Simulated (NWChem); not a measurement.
Program: NWChem. System: CuI, charge 0, spin multiplicity 1, at a geometry optimised with PBE/def2-SVP with def2 effective core potentials on I. The structure started from a generated list of species. Level: CCSD(T)/def2-TZVP with def2 effective core potentials on I, 13 core orbitals frozen.

Input file:

```
start mol
memory heap 100 mb stack 700 mb global 1900 mb
geometry units angstroms nocenter noautoz
  Cu     0.000000     0.000000    -1.533080
  I      0.000000     0.000000     0.838855
  symmetry group C2v
end
basis spherical
  * library def2-tzvp
end
ecp
  I library def2-ecp
end
scf
  rhf
  nopen 0
  maxiter 100
  thresh 1e-7
  semidirect memsize 60000000 filesize 0
end
ccsd
  freeze core 13
  maxiter 60
end
task ccsd(t) energy
```

NWChem printed:

```
             Northwest Computational Chemistry Package (NWChem) 7.3.0
             --------------------------------------------------------

                                NWChem Input Module
                                -------------------

 Scaling coordinates for geometry "geometry" by  1.889725989
 (inverse scale =  0.529177249)

 Turning off AUTOSYM since
 SYMMETRY directive was detected!

                             Geometry "geometry" -> ""
                             -------------------------

 Output coordinates in angstroms (scale by  1.889725989 to convert to a.u.)

  No.       Tag          Charge          X              Y              Z
 ---- ---------------- ---------- -------------- -------------- --------------
    1 Cu                  29.0000     0.00000000     0.00000000    -1.53308000
    2 I                   53.0000     0.00000000     0.00000000     0.83885500

 Effective nuclear repulsion energy (a.u.)     342.9037607323

            Nuclear Dipole moment (a.u.)
            ----------------------------
        X                 Y               Z
 ---------------- ---------------- ----------------
     0.0000000000     0.0000000000    -0.0000094486

      Symmetry information
      --------------------

 Group name             C2v
 Group number             16
 Group order               4
 No. of unique centers     2

      Symmetry unique atoms

     1    2


 Summary of "ao basis" -> "" (spherical)
 ------------------------------------------------------------------------------
       Tag                 Description            Shells   Functions and Types
 ---------------- ------------------------------  ------  ---------------------
 *                         def2-tzvp                  on all atoms

 Summary of "ao basis" -> "ao basis" (spherical)
 ------------------------------------------------------------------------------
       Tag                 Description            Shells   Functions and Types
 ---------------- ------------------------------  ------  ---------------------
 Cu                        def2-tzvp                15       45   6s4p4d1f
 I                         def2-tzvp                16       50   6s5p3d2f

                                 NWChem SCF Module
                                 -----------------

  ao basis        = "ao basis"
  functions       =    95
  atoms           =     2
  closed shells   =    27
  open shells     =     0
  charge          =   0.00
  wavefunction    = RHF
  use symmetry    = T
  symmetry adapt  = T

 Summary of "ao basis" -> "ao basis" (spherical)
 ------------------------------------------------------------------------------
       Tag                 Description            Shells   Functions and Types
 ---------------- ------------------------------  ------  ---------------------
 Cu                        def2-tzvp                15       45   6s4p4d1f
 I                         def2-tzvp                16       50   6s5p3d2f

      Symmetry analysis of basis
      --------------------------

        a1         41
        a2         10
        b1         22
        b2         22

 Forming initial guess at       0.2s

      Superposition of Atomic Density Guess
      -------------------------------------

 Sum of atomic energies:       -1986.07978659

      Non-variational initial energy
      ------------------------------

 Total energy =   -1935.399910
 1-e energy   =   -3123.648056
 2-e energy   =    1026.501089
 HOMO         =      -0.359611
 LUMO         =      -0.147472

      Symmetry analysis of molecular orbitals - initial
      -------------------------------------------------

 !! scf_movecs_sym_adapt:   64 vectors were symmetry contaminated

  Symmetry fudging

 !! scf_movecs_sym_adapt:   56 vectors were symmetry contaminated

  Numbering of irreducible representations:

     1 a1          2 a2          3 b1          4 b2

  Orbital symmetries:

     1 a1          2 a1          3 a1          4 b1          5 b2
     6 a1          7 a1          8 b2          9 b1         10 a1
    11 a1         12 b1         13 b2         14 a1         15 b1
    16 b2         17 a1         18 a2         19 a1         20 a1
    21 b2         22 b1         23 a2         24 a1         25 a1
    26 b2         27 b1         28 a1         29 b1         30 b2
    31 a1         32 a1         33 a1         34 a1         35 a2
    36 b2         37 b1

 Starting SCF solution at       4.3s

 ----------------------------------------------
         Quadratically convergent ROHF

 Convergence threshold     :          1.000E-07
 Maximum no. of iterations :          100
 Final Fock-matrix accuracy:          1.000E-09
 ----------------------------------------------

              iter       energy          gnorm     gmax       time
             ----- ------------------- --------- --------- --------
                 1    -1935.5491543041  2.02D+00  5.11D-01      4.3
                 2    -1935.6358955241  4.59D-01  1.25D-01      4.4
                 3    -1935.6502458518  3.92D-01  1.12D-01      4.4
                 4    -1935.6543336144  1.36D-01  4.37D-02      4.5
                 5    -1935.6553559424  6.34D-03  1.64D-03      4.7
                 6    -1935.6553651426  5.62D-05  1.52D-05      4.8
                 7    -1935.6553651429  2.71D-09  6.24D-10      5.1

       Final RHF  results
       ------------------

         Total SCF energy =  -1935.655365142858
      One-electron energy =  -3130.859284671276
      Two-electron energy =   1033.456862579226
 Nuclear repulsion energy =    161.747056949192

        Time for solution =      0.8s
[...]
  Failed reading restart vector from ./mol.t2
  Using MP2 initial guess vector

-------------------------------------------------------------------------
 iter     correlation     delta       rms       T2     Non-T2      Main
             energy      energy      error      ampl     ampl      Block
                                                time     time      time
-------------------------------------------------------------------------
   1     -0.7884152781 -7.884D-01  7.076D-01    21.61     0.01    20.94
   2     -0.8381222470 -4.971D-02  5.443D-01    21.27     0.01    20.61
   3     -0.8245647847  1.356D-02  5.596D-03    21.88     0.02    21.22
   4     -0.8246853683 -1.206D-04  2.316D-02    21.35     0.01    20.71
   5     -0.8262040786 -1.519D-03  1.492D-03    21.27     0.03    20.63
   6     -0.8265666466 -3.626D-04  8.435D-04    21.24     0.02    20.62
   7     -0.8264229939  1.437D-04  2.088D-03    21.31     0.02    20.71
   8     -0.8265038767 -8.088D-05  1.306D-03    21.64     0.01    21.06
   9     -0.8265407080 -3.683D-05  2.213D-03    21.91     0.03    21.29
  10     -0.8264991665  4.154D-05  9.607D-04    21.27     0.01    20.68
  11     -0.8265302934 -3.113D-05  2.733D-04    21.92     0.01    21.33
  12     -0.8265276002  2.693D-06  1.971D-04    22.23     0.03    21.34
  13     -0.8265305598 -2.960D-06  6.041D-05    21.68     0.01    21.10
  14     -0.8265316132 -1.053D-06  1.560D-05    21.82     0.01    21.18
  15     -0.8265320313 -4.181D-07  1.116D-05    22.10     0.01    21.48
  16     -0.8265318930  1.382D-07  4.360D-06    21.76     0.02    21.14
  17     -0.8265321083 -2.153D-07  6.769D-06    21.20     0.02    20.60
  18     -0.8265321219 -1.357D-08  4.496D-07    21.44     0.01    20.83
                  *************converged*************
-------------------------------------------------------------------------

 -----------
 CCSD Energy
 -----------
 Reference energy:           -1935.655365142858273
 CCSD corr. energy:             -0.826532121904036
 Total CCSD energy:          -1936.481897264762210

 --------------------------------
 Spin Component Scaled (SCS) CCSD
 --------------------------------
 Same spin contribution:                 -0.287252147663743
 Same spin scaling factor:                1.130000000000000
 Opposite spin contribution:             -0.539279974240294
 Opposite spin scaling fact.:             1.270000000000000
 SCS-CCSD correlation energy:            -1.009480494145202
 Total SCS-CCSD energy:               -1936.664845637003509
 memory            104825212

*********triples calculation*********

nkpass=    1; nvpass=    1; memdrv=         353668; memtrn=        3314579; memavail=      104824244
 memory available/node                      104824244
 total number of virtual orbitals        68
 number of virtuals per integral pass    68
 number of integral evaluations           1
 number of occupied per triples pass     14
 number of triples passes                 1

 commencing integral evaluation        1 at         405.02
  symmetry use  T
task         2 out of       496 done   0%  at       0.1 secs
task        25 out of       496 done   5%  at       2.6 secs
task        50 out of       496 done  10%  at       5.0 secs
task        77 out of       496 done  15%  at       6.4 secs
task       100 out of       496 done  20%  at       7.9 secs
task       124 out of       496 done  25%  at       9.3 secs
task       149 out of       496 done  30%  at      10.6 secs
task       174 out of       496 done  35%  at      12.0 secs
task       199 out of       496 done  40%  at      13.3 secs
task       224 out of       496 done  45%  at      14.2 secs
task       248 out of       496 done  50%  at      15.0 secs
task       273 out of       496 done  55%  at      15.9 secs
task       298 out of       496 done  60%  at      16.8 secs
task       323 out of       496 done  65%  at      17.3 secs
task       348 out of       496 done  70%  at      17.7 secs
task       372 out of       496 done  75%  at      18.2 secs
task       397 out of       496 done  80%  at      18.7 secs
task       422 out of       496 done  85%  at      19.2 secs
task       447 out of       496 done  90%  at      19.7 secs
task       472 out of       496 done  95%  at      20.2 secs
task       496 out of       496 done 100%  at      20.6 secs
 commencing triples evaluation - blocking       1
 ccsd(t): done        1 out of       68 progress:    1.5%
 ccsd(t): done        2 out of       68 progress:    2.9%
 ccsd(t): done        3 out of       68 progress:    4.4%
 ccsd(t): done        4 out of       68 progress:    5.9%
 ccsd(t): done        5 out of       68 progress:    7.4%
 ccsd(t): done        6 out of       68 progress:    8.8%
 ccsd(t): done        7 out of       68 progress:   10.3%
 ccsd(t): done        8 out of       68 progress:   11.8%
 ccsd(t): done        9 out of       68 progress:   13.2%
 ccsd(t): done       10 out of       68 progress:   14.7%
 ccsd(t): done       11 out of       68 progress:   16.2%
 ccsd(t): done       12 out of       68 progress:   17.6%
 ccsd(t): done       13 out of       68 progress:   19.1%
 ccsd(t): done       14 out of       68 progress:   20.6%
 ccsd(t): done       15 out of       68 progress:   22.1%
 ccsd(t): done       16 out of       68 progress:   23.5%
 ccsd(t): done       17 out of       68 progress:   25.0%
 ccsd(t): done       18 out of       68 progress:   26.5%
 ccsd(t): done       19 out of       68 progress:   27.9%
 ccsd(t): done       20 out of       68 progress:   29.4%
 ccsd(t): done       21 out of       68 progress:   30.9%
 ccsd(t): done       22 out of       68 progress:   32.4%
 ccsd(t): done       23 out of       68 progress:   33.8%
 ccsd(t): done       24 out of       68 progress:   35.3%
 ccsd(t): done       25 out of       68 progress:   36.8%
 ccsd(t): done       26 out of       68 progress:   38.2%
 ccsd(t): done       27 out of       68 progress:   39.7%
 ccsd(t): done       28 out of       68 progress:   41.2%
 ccsd(t): done       29 out of       68 progress:   42.6%
 ccsd(t): done       30 out of       68 progress:   44.1%
 ccsd(t): done       31 out of       68 progress:   45.6%
 ccsd(t): done       32 out of       68 progress:   47.1%
 ccsd(t): done       33 out of       68 progress:   48.5%
 ccsd(t): done       34 out of       68 progress:   50.0%
 ccsd(t): done       35 out of       68 progress:   51.5%
 ccsd(t): done       36 out of       68 progress:   52.9%
 ccsd(t): done       37 out of       68 progress:   54.4%
 ccsd(t): done       38 out of       68 progress:   55.9%
 ccsd(t): done       39 out of       68 progress:   57.4%
 ccsd(t): done       40 out of       68 progress:   58.8%
 ccsd(t): done       41 out of       68 progress:   60.3%
 ccsd(t): done       42 out of       68 progress:   61.8%
 ccsd(t): done       43 out of       68 progress:   63.2%
 ccsd(t): done       44 out of       68 progress:   64.7%
 ccsd(t): done       45 out of       68 progress:   66.2%
 ccsd(t): done       46 out of       68 progress:   67.6%
 ccsd(t): done       47 out of       68 progress:   69.1%
 ccsd(t): done       48 out of       68 progress:   70.6%
 ccsd(t): done       49 out of       68 progress:   72.1%
 ccsd(t): done       50 out of       68 progress:   73.5%
 ccsd(t): done       51 out of       68 progress:   75.0%
 ccsd(t): done       52 out of       68 progress:   76.5%
 ccsd(t): done       53 out of       68 progress:   77.9%
 ccsd(t): done       54 out of       68 progress:   79.4%
 ccsd(t): done       55 out of       68 progress:   80.9%
 ccsd(t): done       56 out of       68 progress:   82.4%
 ccsd(t): done       57 out of       68 progress:   83.8%
 ccsd(t): done       58 out of       68 progress:   85.3%
 ccsd(t): done       59 out of       68 progress:   86.8%
 ccsd(t): done       60 out of       68 progress:   88.2%
 ccsd(t): done       61 out of       68 progress:   89.7%
 ccsd(t): done       62 out of       68 progress:   91.2%
 ccsd(t): done       63 out of       68 progress:   92.6%
 ccsd(t): done       64 out of       68 progress:   94.1%
 ccsd(t): done       65 out of       68 progress:   95.6%
 ccsd(t): done       66 out of       68 progress:   97.1%
 ccsd(t): done       67 out of       68 progress:   98.5%
 ccsd(t): done       68 out of       68 progress:  100.0%
 Time for integral evaluation pass     1       20.76
 Time for triples evaluation pass      1       26.06

 pseudo-e(mp4)  -0.26913007711492E-01
 pseudo-e(mp5)   0.47275425335774E-02
        e(t)    -0.22185465177915E-01

 --------------
 CCSD(T) Energy
 --------------
 Reference energy:                   -1935.655365142858273

 CCSD corr. energy:                     -0.826532121904036
 T(CCSD) corr. energy:                  -0.026913007711492
 Total CCSD+T(CCSD) energy:          -1936.508810272473738

 CCSD corr. energy:                     -0.826532121904036
 (T) corr. energy:                      -0.022185465177915
 Total CCSD(T) energy:               -1936.504082729940137

 routine      calls  cpu(0)   cpu-min  cpu-ave  cpu-max   i/o
 aoccsd          1     0.06     0.06     0.06     0.06    0.00
 iterdrv         1     0.07     0.07     0.07     0.07    0.00
 pampt          18     0.63     0.63     0.63     0.63    0.00
 t2pm           18     1.60     1.60     1.60     1.60    0.00
 sxy            18     1.53     1.53     1.53     1.53    0.00
 ints      4246812   317.65   317.65   317.65   317.65    0.00
 t2eri        8928    49.27    49.27    49.27    49.27    0.00
 idx2         8928     5.42     5.42     5.42     5.42    0.00
 idx34          18     0.76     0.76     0.76     0.76    0.00
 ht2pm          18     1.54     1.54     1.54     1.54    0.00
 itm            18     7.65     7.65     7.65     7.65    0.00
 pdiis          18     0.24     0.24     0.24     0.24    0.00
 triples         1     0.00     0.00     0.00     0.00    0.00
 rdtrpo          1     0.05     0.05     0.05     0.05    0.00
 trpmos          1    20.76    20.76    20.76    20.76    0.00
 trpdrv          1     2.72     2.72     2.72     2.72    0.00
 dovvv      199920    10.39    10.39    10.39    10.39    0.00
 doooo      199920     2.92     2.92     2.92     2.92    0.00
 tengy      186592     9.45     9.45     9.45     9.45    0.00
 Total               432.73   432.73   432.73   432.73    0.00

 Task  times  cpu:      457.1s     wall:      457.1s

 Total times  cpu:      457.1s     wall:      457.1s
```
